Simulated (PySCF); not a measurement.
# Computed data sheet: `C/C(=C\C(=O)O)[SiH]([SiH3])[SiH3]`

C₄H₁₂O₂Si₃.
Z-matrix (Å and degrees, GFN2-xTB geometry), rows numbered from 1:
```
C 
C   1  1.4915
C   2  1.3410  1  122.59
C   3  1.4600  2  126.28  1     1.58
O   4  1.2099  3  127.93  2    -2.56
O   4  1.3515  3  110.98  2   177.20
Si  2  1.8980  1  116.53  3  -179.32
Si  7  2.3285  2  107.17  1    56.77
Si  7  2.3288  2  107.00  1   -69.96
H   1  1.0874  2  111.39  3   -34.81
H   1  1.0890  2  111.37  3  -157.69
H   1  1.0907  2  109.15  3    82.98
H   3  1.0801  2  120.24  1  -179.25
H   6  0.9692  4  109.68  3  -179.91
H   7  1.4793  2  104.77  1   173.63
H   8  1.4654  7  110.41  2   178.53
H   8  1.4663  7  111.51  2   -63.15
H   8  1.4650  7  114.49  2    57.75
H   9  1.4642  7  114.55  2   -57.77
H   9  1.4653  7  110.16  2  -178.49
H   9  1.4665  7  111.64  2    63.41
```

Some functional groups and rings: carboxylic acid, C=C double bond, Si–H bond and C–Si bond.

GFN2-xTB geometry:

```
Point group of the GFN2-xTB geometry                  : C1
Rotational constants A, B, C of the GFN2-xTB geometry : 1.354, 0.471, 0.412 GHz
```

From PBE0/pcSseg-1 ground state and GIAO shieldings, non-relativistic (PySCF):

```
Dipole moment                                               : 1.11 D
HOMO energy                                                 : -7.70 eV
LUMO energy                                                 : -1.71 eV
HOMO–LUMO gap                                               : 5.99 eV
Lowest Hirshfeld atomic charge                              : -0.26 e on O5
Highest Hirshfeld atomic charge                             : +0.22 e on Si8/Si9
13C chemical shifts (computed TMS as zero) by class         : 176.1 (C2), 169.9 (C4), 132.4 (C3), 23.3 (C1) ppm
1H chemical shifts (computed TMS as zero) by class          : 6.59 (H13), 6.01 (H14), 4.36 (H15), 3.59 (H16/H17/H18/H19/H20/H21), 2.64 (H10/H11/H12) ppm
Isotropic shieldings of nuclei other than C and H, by class : -95 (O5), 114 (O6), 417 (Si7), 463 (Si8/Si9) ppm
Mayer bond orders between heavy atoms                       : C1–C2 1.07, C2–C3 1.81, C3–C4 1.01, C4–O5 1.93, C4–O6 1.12, C2–Si7 0.83, Si7–Si8 0.90, Si7–Si9 0.89
```

Monoisotopic mass (most abundant isotopes): 176.0145 u.

The rotational constants make it an asymmetric top with κ = (2B − A − C)/(A − C) = -0.88, nearer the prolate limit (−1). With B = h/(8π²I), that is 505.379 GHz u Å² over I, the principal moments of inertia are 373.2, 1073.1 and 1226.0 u Å² (most abundant isotopes); the inertial defect Ic − Ia − Ib is -220.3 u Å² (zero for a rigid planar frame, negative otherwise). In atomic units the dipole is 0.44 e·bohr (1 au = 2.5417 D). A dipole of 1.11 D is allowed in C1, and pure rotational transitions are dipole-allowed.

Isolated species at its GFN2-xTB geometry (one conformer only). GFN2-xTB frequencies show an imaginary mode (46i cm⁻¹), so this geometry is no minimum at that level. NMR classes are plain means over equivalent atoms (diastereotopic ones count apart unless rotation or inversion swaps them), as if these changed places fast; in this geometry the members of some classes differ.
